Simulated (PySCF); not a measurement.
SrF, SMILES [F][Sr+], charge +1.

Geometry: B3LYP-D3(BJ)/def2-TZVPD. The multiplicity is an assumed one; other spin states were not compared. The def2 effective core potentials stand for the cores of Sr; spin–orbit coupling is left out.

All values below come from CAM-B3LYP/def2-TZVPD in PySCF.

Isolated molecule, no solvent.

- total energy = -130.40514 hartree
- point group = C∞v
- highest occupied level = -15.91 eV
- lowest empty level = -6.31 eV
- orbital gap = 9.61 eV
- dipole moment about the centre of nuclear charge = 7.77 D
- mean static polarisability = 15.8 bohr³ (2.34 Å³)
- polarisability, principal values = 12.3, 12.3, 22.7 bohr³
